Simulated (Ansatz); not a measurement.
The cluster CoSi6, relaxed as a doublet with UKS r2SCAN-D4/def2-SVP in Ansatz, starting from the GFN2-xTB geometry. Force threshold 0.02 eV/Å.

The charge 0 doublet is spin-contaminated (final ⟨S²⟩ up to 1.77, 0.75 for a pure state). The relaxation made no stability test and no search for a lower SCF solution. No other spin state of charge 0 was run. Another isomer (quartet) lies 1.62 eV lower at PBE0-D4/def2-TZVP; other spin states weren't run for this one.

Start:

```
atom    x (Å)    y (Å)    z (Å)
 Co1  -0.6576   1.7533  -2.0205
 Si2   0.0813  -0.2052  -2.6126
 Si3   1.0097  -2.4947   1.0254
 Si4  -0.4866   1.4622   2.3874
 Si5  -0.4905   1.7999   0.1484
 Si6   0.1570  -0.6431   2.0314
 Si7   0.3867  -1.6723  -0.9595
```

```
         step  energy (eV)  largest force component (eV/Å)  SCF passes
            1  -84864.3802                           1.348         116
            2  -84865.0372                           1.107          69
            3  -84865.5438                           0.723          58
            4  -84865.7319                           0.631          68
            5  -84865.7768                           0.154          60
            6  -84865.8097                           0.160          73
            7  -84865.8618                           0.510          76
            8  -84865.9171                           0.678          74
            9  -84866.0331                           0.411          68
           10  -84866.1617                           0.366          73
           11  -84866.2059                           0.883          61
           12  -84866.2929                           0.212          79
           13  -84866.3756                           0.314          85
           14  -84866.4636                           0.223          64
           15  -84866.4757                           0.368          63
           16  -84866.4917                           0.277          75
17 (rejected)  -84866.4642                           0.660          69
           18  -84866.5014                           0.027          60
           19  -84866.5017                           0.008          62
```

Force components are those of the run's own axes.

End:

Cartesian coordinates in Å:
```
Co -1.374 0.453 -1.585
Si 0.734 0.721 -2.315
Si 0.363 -2.649 0.917
Si -0.181 1.722 2.191
Si 0.213 1.318 -0.061
Si 0.026 -0.499 1.625
Si 0.220 -1.067 -0.773
```

Bonds formed: Co1–Si7, Si2–Si5, Si5–Si6, Si5–Si7, Si6–Si7 (atoms count from 1).

No frequencies were taken in this run, so the end may be a saddle point.

It took 3.9 min on 4 threads of Arm Neoverse V1 on a shared host.
